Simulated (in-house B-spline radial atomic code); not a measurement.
Orbital energies and mean radii along the 35-electron series, configuration [Ar] 3d10 4s2 4p5. The effective charge is n√(-2ε), a non-relativistic measure. Computed with a B-spline radial code for spherical atoms: Dirac-Hartree-Fock, average of the configuration, finite nuclei.

| ion | Z | energy of 3p3/2 (Eh) | mean radius of 3p3/2 (bohr) | energy of 3d5/2 (Eh) | mean radius of 3d5/2 (bohr) | effective charge of 3p3/2 |
| --- | --- | --- | --- | --- | --- | --- |
| Sb16+ | 51 | -43.322 | 0.32799 | -34.537 | 0.30237 | 27.925 |
| Te17+ | 52 | ? | ? | ? | ? | ? |
| I18+ | 53 | -49.934 | 0.3113 | -40.538 | 0.28547 | 29.98 |
| Xe19+ | 54 | ? | ? | ? | ? | ? |
| Cs20+ | 55 | -57.011 | 0.29616 | -46.987 | 0.27039 | 32.034 |
| Ba21+ | 56 | ? | ? | ? | ? | ? |
| La22+ | 57 | -64.552 | 0.28239 | -53.882 | 0.25684 | 34.087 |
| Ce23+ | 58 | -68.496 | 0.27595 | -57.497 | 0.25057 | 35.113 |
| Pr24+ | 59 | -72.557 | 0.26979 | -61.223 | 0.2446 | 36.139 |
| Nd25+ | 60 | -76.735 | 0.26389 | -65.061 | 0.23892 | 37.165 |

(1) Fill in the row of Te17+.

(2) Fill in the row of Xe19+.

(3) Fill in the row of Ba21+.

(4) How does the screening of 3p3/2 change?

## Answers

(1) energy of 3p3/2 (Eh): -46.57; mean radius of 3p3/2 (bohr): 0.31943; energy of 3d5/2 (Eh): -37.481; mean radius of 3d5/2 (bohr): 0.29367; effective charge of 3p3/2: 28.953.

(2) energy of 3p3/2 (Eh): -53.415; mean radius of 3p3/2 (bohr): 0.30355; energy of 3d5/2 (Eh): -43.707; mean radius of 3d5/2 (bohr): 0.27772; effective charge of 3p3/2: 31.007.

(3) energy of 3p3/2 (Eh): -60.723; mean radius of 3p3/2 (bohr): 0.28912; energy of 3d5/2 (Eh): -50.379; mean radius of 3d5/2 (bohr): 0.26344; effective charge of 3p3/2: 33.061.

(4) Z less the effective charge goes from 23.08 at Z = 51 to 22.84 at Z = 60.
